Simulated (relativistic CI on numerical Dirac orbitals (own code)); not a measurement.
Ligand-field terms of d5

Computed with a parametric ligand-field model of a d^n configuration (Racah B and C, spin-orbit zeta, crystal field), exact diagonalisation.

Field parameters in Wybourne normalisation: Oh B⁴₀ = 21Dq, B⁴₄ = √(5/14) B⁴₀; Td as Oh with Dq negative (B⁴₀ = 21Dq, B⁴₄ = √(5/14) B⁴₀). The field is a parameter set, without covalency.

Q: Lowest levels for B = 670, C = 2680, ζ = 340 cm⁻¹, Oh, 10Dq = 38800 cm⁻¹?

A: Γ7 0 (S 0.50), Γ8 581 (S 0.50), Γ8 26002 (S 1.50), Γ7 26019 (S 1.50), Γ8 26137 (S 1.50), Γ6 26211 (S 1.50), Γ6 31179 (S 1.50), Γ8 31185 (S 1.50), Γ8 31285 (S 1.50) cm⁻¹, with S from ⟨S²⟩ = S(S + 1). The ground level has 0.02 electrons in the cubic e pair.

Q: Lowest levels for B = 900, C = 3440, ζ = 290 cm⁻¹, Td, 10Dq = -11150 cm⁻¹?

A: Γ7+Γ8 0 (S 2.50), Γ6 17466 (S 1.50), Γ8 17490 (S 1.50), Γ7 17522 (S 1.49), Γ8 17545 (S 1.50), Γ8 21516 (S 0.58), Γ7 22044 (S 0.60), Γ6 22446 (S 1.50), Γ8 22450 (S 1.50) cm⁻¹, with S from ⟨S²⟩ = S(S + 1). The ground level has 2.00 electrons in the cubic e pair.

Q: Lowest levels for B = 670, C = 3360, ζ = 400 cm⁻¹, Oh, 10Dq = 16300 cm⁻¹?

A: Γ7 0 (S 2.50), Γ8 0 (S 2.50), Γ7 7864 (S 0.63), Γ8 8606 (S 0.64), Γ8 9996 (S 1.49), Γ6 10108 (S 1.50), Γ8 10116 (S 1.44), Γ7 10154 (S 1.43), Γ6 14503 (S 1.50) cm⁻¹, with S from ⟨S²⟩ = S(S + 1). The ground level has 2.00 electrons in the cubic e pair.

Q: Lowest levels for B = 470, C = 2400, ζ = 2800 cm⁻¹, Oh, 10Dq = 30600 cm⁻¹?

A: Γ7 0 (S 0.57), Γ8 5118 (S 0.56), Γ8 21083 (S 1.52), Γ7 22557 (S 1.56), Γ8 23479 (S 1.48), Γ6 24328 (S 1.48), Γ6 26688 (S 1.47), Γ8 27054 (S 1.46), Γ8 27387 (S 1.40) cm⁻¹, with S from ⟨S²⟩ = S(S + 1). The ground level has 0.09 electrons in the cubic e pair.

Q: Lowest levels for B = 650, C = 3100, ζ = 640 cm⁻¹, Oh, 10Dq = 16750 cm⁻¹?

A: Γ7 0 (S 2.49), Γ8 2 (S 2.49), Γ7 4006 (S 0.61), Γ8 5200 (S 0.60), Γ8 7918 (S 1.50), Γ8 8079 (S 1.47), Γ6 8102 (S 1.50), Γ7 8170 (S 1.46), Γ6 12350 (S 1.50) cm⁻¹, with S from ⟨S²⟩ = S(S + 1). The ground level has 1.99 electrons in the cubic e pair.
